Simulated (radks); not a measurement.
The numbers below are computed, except where a source is named.
Ionisation ladder of tantalum, from Ta22+ to Ta43+. Each ion is in the ground configuration listed by NIST, and IE = E(next ion) - E(this ion). Code: a radial shooting solver on a logarithmic mesh with Libxc functionals. Model: scalar-relativistic Kohn-Sham, PBE, spin-polarised, spherical densities, finite nucleus; open shells are filled with parallel spins first (spin-orbit coupling, left out, can overturn this in heavy ions); Fermi nuclear charge, rms radius 5.3507 fm.

species      configuration  E (hartree)  IE, Delta-SCF (eV)  -e(HOMO) (eV)     HOMO  IE, NIST (eV)    kind  error (eV)
Ta22+        [Kr] 4d10 4f5  -15404.8641              634.96         612.70    4f up            660  theory       -25.0
Ta23+        [Kr] 4d10 4f4  -15381.5298              680.33         657.54    4f up            700  theory       -19.7
Ta24+        [Kr] 4d10 4f3  -15356.5282              726.76         703.46    4f up            750  theory       -23.2
Ta25+        [Kr] 4d10 4f2  -15329.8201              774.23         750.43    4f up            790  theory       -15.8
Ta26+        [Kr] 4d10 4f1  -15301.3675              822.71         798.42    4f up            832  theory        -9.3
Ta27+            [Kr] 4d10  -15271.1336              1070.9         1047.7       4d           1064  theory        +6.9
Ta28+             [Kr] 4d9  -15231.7776              1118.8         1095.4  4d down           1110  theory        +8.8
Ta29+             [Kr] 4d8  -15190.6610              1167.2         1143.5  4d down           1160  theory        +7.2
Ta30+             [Kr] 4d7  -15147.7675              1215.9         1192.1  4d down           1211  theory        +4.9
Ta31+             [Kr] 4d6  -15103.0824              1265.0         1241.1  4d down           1262  theory        +3.0
Ta32+             [Kr] 4d5  -15056.5938              1327.8         1303.0    4d up           1313  theory       +14.8
Ta33+             [Kr] 4d4  -15007.7973              1379.0         1354.0    4d up           1382  theory        -3.0
Ta34+             [Kr] 4d3  -14957.1200              1430.6         1405.4    4d up           1434  theory        -3.4
Ta35+             [Kr] 4d2  -14904.5462              1482.6         1457.2    4d up           1490  theory        -7.4
Ta36+             [Kr] 4d1  -14850.0622              1534.9         1509.4    4d up           1542  theory        -7.1
Ta37+                 [Kr]  -14793.6569              1775.9         1750.9       4p           1748  theory       +27.9
Ta38+    [Ar] 3d10 4s2 4p5  -14728.3932              1827.8         1802.9  4p down           1799  theory       +28.8
Ta39+    [Ar] 3d10 4s2 4p4  -14661.2237              1879.1         1854.5  4p down           1857  theory       +22.1
Ta40+    [Ar] 3d10 4s2 4p3  -14592.1671              1945.9         1920.2    4p up           1910  theory       +35.9
Ta41+    [Ar] 3d10 4s2 4p2  -14520.6556              1999.2         1973.6    4p up           2053  theory       -53.8
Ta42+    [Ar] 3d10 4s2 4p1  -14447.1882              2051.8         2026.6    4p up           2113  theory       -61.2
Ta43+        [Ar] 3d10 4s2  -14371.7857              2266.8         2240.8       4s           2254  theory       +12.8

Reference values: NIST Atomic Spectra Database (exp. = measured, semi-emp. = semi-empirical, theory = theoretical value adopted there). The ionisation energy per charge of the ion left behind rises most, in proportion, at Ta27+ ([Kr] 4d10), from 30.471 to 38.248 eV. Open shells are spherical and high-spin; term and fine-structure splittings are not resolved. Spin-orbit splitting is averaged out at the scalar-relativistic level.
